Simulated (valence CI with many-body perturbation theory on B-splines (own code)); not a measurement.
## Re⁶⁹⁺: key properties

Calculated by relativistic CI+MBPT: four valence electrons over a frozen Dirac-Fock core [He], a basis of 9 s, 9 p, 8 d, 6 f, 3 g, 1 h functions for each j, with the one-electron correlation potential Σ1, the two-electron term Σ2, the three-electron term Σ3, Breit, model QED; selected CI, second order for the rest, scaled by the run's own slope (own B-spline code, finite nucleus).

No measured spectrum was set against this ion. As an estimate, large intervals hold to a few tenths of a per cent, small ones and those within an open d or f shell to about a per cent.

Levels are named by their leading jj configuration (3d3/2^4 stands for four electrons in 3d with j = 3/2), which in mixed levels can hold well under half, so a name can repeat and another be missing.

Rates and lifetimes use the calculated energies. Strong lines usually hold to 10 to 20 %, long lifetimes can be off by a factor of two.

What is the ground level?

(2s^2 2p1/2^2) J=0, composition 68 % 2s2 2p2 3P + 32 % 2s2 2p2 1S.

How well does LS coupling describe the low levels?

Among the lowest 20 levels the leading LS term, summed over configurations, holds 67 % on average. For single configurations the figures are 67 % in LS and 100 % in jj coupling. Terms mix most in the J = 1 level at 15333 × 10³ cm⁻¹, where the leading one holds 31 %.

What is the ionisation energy?

19005 eV; NIST lists 19000 ± 50 eV (theoretical).

What are the static dipole polarisabilities of the lowest levels?

(2s^2 2p1/2^2) J=0 6.98e-05 bohr³, of which the core gives 2.05e-07.

Name the longest-lived excited levels whose lifetime is computed, and their main decay.

(2s^2 2p1/2 2p3/2) J=2 at 12264 × 10³ cm⁻¹ lives 8.63 ns, mostly by E2 to (2s^2 2p1/2^2) J=0; (2s^2 2p1/2 2p3/2) J=1 at 12117 × 10³ cm⁻¹ lives 48.2 ps, mostly by M1 to (2s^2 2p1/2^2) J=0; (2s 2p1/2^2 2p3/2) J=2 at 14609 × 10³ cm⁻¹ lives 29.0 ps, mostly by E1 to (2s^2 2p1/2 2p3/2) J=1.

Where does the other parity begin?

At (2s 2p1/2^2 2p3/2) J=2, 14609 × 10³ cm⁻¹.

Among levels below 95350 × 10³ cm⁻¹, which E1 lines absorb most strongly from the ground level?

to (2s^2 2p1/2 3d3/2) J=1 at 0.1088 nm, f = 1.08; to (2s 2p1/2^2 3p1/2) J=1 at 0.1114 nm, f = 0.320; to (2s 2p1/2^2 3p3/2) J=1 at 0.1070 nm, f = 0.287.
